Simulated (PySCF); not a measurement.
## Working with the constants of SrLi⁻

RHF-CCSD(T) constants of SrLi⁻, ¹Σ⁺ (singlet), closed shell (PySCF, scalar-relativistic core potentials, basis sets Sr def2-SVPD with ECP28, Li def2-SVPD; masses 87.9056 and 7.0160 u):

- ωe: 126.4 cm⁻¹
- ωexe: 1.15 cm⁻¹
- Be: 0.16179 cm⁻¹
- αe: 0.00226 cm⁻¹
- D (centrifugal): 1.06e-06 cm⁻¹
- De to Sr + Li⁻: 0.500 eV

Estimate the standard entropy (1 bar) and heat capacity of the ideal gas at 1500 K, rigid rotor with B0 and harmonic oscillator at the fundamental.

Translation (Sackur–Tetrode, M = 94.92 u): 199.2 J/(mol K). Rotation: q = kT/(σB0) = 6490 with σ = 1, 81.3. Vibration: x = hcν0/kT = 0.119, 26.02. S° = 306.5 J/(mol K); Cp = 7R/2 + 8.30 = 37.4 J/(mol K).

Correlated steps freeze no core orbitals. Correlated levels converge slowly with the basis: in double zeta they bind strong bonds too weakly, by up to about 1 eV, and carry superposition errors of some tenths. For an ion De counts to the pair picked by the measured ionisation energies or electron affinities, which need not be the lowest pair at this level. The CCSD T1 diagnostic is raised, a sign that a single reference may not be enough here.
